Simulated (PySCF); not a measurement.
Job file and geometry (Å, from GFN2-xTB) of an NMR shielding run on SMILES FB(F)[C@@H]1CCCC[SiH2]1, C₅H₁₁BF₂Si, GIAO PBE0/pcSseg-1 NMR shielding, non-relativistic, gas phase in PySCF 2.14.0, density-fitted response routines; density fitting, a coarse starting grid and PySCF grid level 2 are the driver's defaults:

```
$ OMP_NUM_THREADS=1 python probes_run.py task.json out

{"job": {"kind": "nmr", "xc": "PBE0", "basis": "pcSseg-1"}, "charge": 0, "multiplicity": 1}
F      2.834545    -1.142337    -1.598655
B      2.560886    -0.788553    -0.352516
F      3.645157    -0.563319     0.376360
C      1.127100    -0.536166     0.180621
C      0.011763    -1.294876    -0.551699
C     -1.387022    -0.967141    -0.030808
C     -1.843043     0.453285    -0.357561
C     -1.041341     1.510804     0.401276
Si     0.814499     1.358100     0.029545
H      1.073971    -0.768939     1.247696
H      0.180669    -2.369793    -0.439501
H      0.062594    -1.071232    -1.619536
H     -2.094313    -1.672471    -0.474769
H     -1.413051    -1.114346     1.051916
H     -1.744070     0.623234    -1.431906
H     -2.902971     0.551559    -0.106965
H     -1.226562     1.395373     1.470610
H     -1.402063     2.503042     0.131201
H      1.638834     2.085969     0.998164
H      1.099270     1.818484    -1.336205
```

Task: What does the program print?

Result: 
```
coarse grid: 17136 points
cycle   1  E = -710.5353136890  dE =  9.452e-01  |g| = 7.121e-01  |ddm| = 3.948e+00
cycle   2  E = -710.4788502465  dE =  5.646e-02  |g| = 9.434e-01  |ddm| = 1.048e+00
cycle   3  E = -710.6323397941  dE = -1.535e-01  |g| = 5.207e-02  |ddm| = 6.024e-01
cycle   4  E = -710.6327850749  dE = -4.453e-04  |g| = 2.525e-02  |ddm| = 6.393e-02
cycle   5  E = -710.6329160271  dE = -1.310e-04  |g| = 7.771e-03  |ddm| = 2.526e-02
cycle   6  E = -710.6329301525  dE = -1.413e-05  |g| = 1.463e-03  |ddm| = 9.104e-03
cycle   7  E = -710.6329306618  dE = -5.093e-07  |g| = 3.036e-04  |ddm| = 1.753e-03
final grid: 161480 points
cycle   8  E = -710.6942363990  dE = -7.493e-05  |g| = 8.563e-03  |ddm| = 3.635e-02
cycle   9  E = -710.6942260818  dE =  1.032e-05  |g| = 1.063e-02  |ddm| = 1.628e-02
cycle  10  E = -710.6942545207  dE = -2.844e-05  |g| = 7.307e-04  |ddm| = 9.564e-03
cycle  11  E = -710.6942546366  dE = -1.159e-07  |g| = 2.135e-04  |ddm| = 1.024e-03
cycle  12  E = -710.6942546437  dE = -7.132e-09  |g| = 8.584e-05  |ddm| = 2.047e-04
cycle  13  E = -710.6942546448  dE = -1.119e-09  |g| = 1.790e-05  |ddm| = 6.697e-05
cycle  14  E = -710.6942546449  dE = -6.776e-11  |g| = 3.241e-06  |ddm| = 2.004e-05
converged SCF energy = -710.6942546449

GIAO shielding tensors (ppm)
atom      isotropic    diamagn.    paramagn.     s11        s22        s33       span
  0 F      252.880     468.330    -215.450     81.907    298.566    378.166    296.260
  1 B       71.922     194.171    -122.249     38.858     80.534     96.374     57.517
  2 F      245.590     466.087    -220.497     81.703    296.686    358.382    276.679
  3 C      172.166     259.528     -87.361    155.711    172.525    188.262     32.551
  4 C      158.971     247.958     -88.988    150.435    155.701    170.776     20.342
  5 C      154.064     247.532     -93.468    147.613    155.058    159.520     11.907
  6 C      158.398     247.367     -88.970    149.704    158.487    167.002     17.297
  7 C      175.507     251.683     -76.176    160.364    180.916    185.241     24.877
  8 Si     395.354     880.817    -485.464    378.234    388.429    419.398     41.163
  9 H       30.880      33.442      -2.562     27.041     29.786     35.813      8.772
 10 H       29.566      31.046      -1.480     23.402     29.019     36.277     12.875
 11 H       30.203      32.251      -2.047     26.162     29.705     34.744      8.582
 12 H       29.873      30.192      -0.319     24.577     28.170     36.873     12.297
 13 H       30.664      31.784      -1.119     27.343     28.986     35.663      8.320
 14 H       30.347      31.101      -0.753     27.250     28.229     35.563      8.314
 15 H       29.542      29.570      -0.028     23.841     27.851     36.936     13.095
 16 H       30.940      31.208      -0.267     27.265     28.434     37.122      9.857
 17 H       30.709      29.596       1.113     25.862     27.799     38.466     12.604
 18 H       27.495      29.429      -1.933     23.920     25.441     33.125      9.205
 19 H       27.592      29.784      -2.193     24.090     26.218     32.467      8.376
```

Size and cost of the density-fitted run: 215 basis functions, 77 s wall time on 1 thread of an Arm Neoverse N1, shared host; peak memory 0.94 GiB.
